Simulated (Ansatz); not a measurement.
`B[S][GeH3]` + `CO[SiH]([SiH3])Cl` → `BO[SiH]([SiH3])Cl` + `C[S][GeH3]`  (redistribution)

Program: Ansatz. Geometries: PBE0-D4/def2-TZVP. ΔE: electronic, gas phase. CBS: MP2 limit from def2 TZ/QZ plus the TZ coupled-cluster correction, frozen cores. DFT in def2-TZVPP. For Ge outer-core shells are correlated without core-valence functions, which leaves a few kJ/mol of doubt a bond. Scalar relativity is left out up to krypton. Each species was taken in one conformer, which may not be the lowest.

`B[S][GeH3]`:

```xyz
8

B     1.753    0.010    0.049
S     0.560   -0.946   -0.842
Ge   -1.352   -0.057   -0.082
H     1.430    0.867    0.815
H     2.900   -0.245   -0.155
H    -1.424   -0.261    1.436
H    -2.491   -0.803   -0.788
H    -1.377    1.436   -0.433
```

`CO[SiH]([SiH3])Cl`:

Cartesian coordinates in Å:
```
C 1.341 1.785 0.524
O 0.865 0.576 -0.033
Si -0.589 -0.080 0.311
Si -0.763 -2.075 -0.887
Cl -2.111 1.192 -0.280
H 0.795 2.642 0.117
H 2.396 1.883 0.267
H 1.242 1.788 1.615
H -0.755 -0.210 1.784
H -0.647 -1.792 -2.340
H -2.086 -2.692 -0.605
H 0.312 -3.016 -0.474
```

`BO[SiH]([SiH3])Cl`:

```xyz
11

B    -1.693    0.220    1.777
O    -1.058    0.387    0.595
Si   -0.116   -0.650   -0.283
Si    1.662    0.549   -1.209
Cl   -1.261   -1.414   -1.809
H    -2.329    1.139    2.205
H    -1.600   -0.825    2.364
H     0.279   -1.794    0.577
H     2.483    1.149   -0.124
H     1.128    1.621   -2.087
H     2.504   -0.382   -2.005
```

`C[S][GeH3]`:

Z-matrix (Å, degrees):
```
C
S 1 1.813
H 1 1.090 2 106.7
H 1 1.090 2 111.3 3 118.5
H 1 1.090 2 111.3 3 -118.5
Ge 2 2.212 1 99.2 3 -180.0
H 6 1.533 2 106.6 1 179.9
H 6 1.540 2 109.9 1 59.8
H 6 1.540 2 109.9 1 -60.0
```

| level | ΔE (kJ/mol) |
| --- | --- |
| PBE-D4 | -65.7 |
| PBE0-D4 | -69.6 |
| B2PLYP | -75.2 |
| r2SCAN | -70.0 |
| HF/def2-TZVPP | -81.7 |
| CCSD/def2-TZVPP | -74.8 |
| MP2/def2-QZVPP | -78.8 |
| HF/CBS(def2) | -83.3 |

What does CCSD(T)/CBS give? (Best estimate.)

The calculation gave: -76.4 kJ/mol. The listed levels differ from it by 10.7, 6.8, 1.2, 6.4, -5.3, 1.6, -2.4, -6.9 kJ/mol.

Largest T1 diagnostic among the species: 0.014.

From PBE to PBE0 (25 % exact exchange), in def2-TZVPP and without D4, ΔE moves by −3.9 kJ/mol. In def2-TZVPP, CCSD(T) changes the Hartree–Fock value by +8.9 kJ/mol (the triples alone add +2.0 kJ/mol) and MP2 by +5.4 kJ/mol.
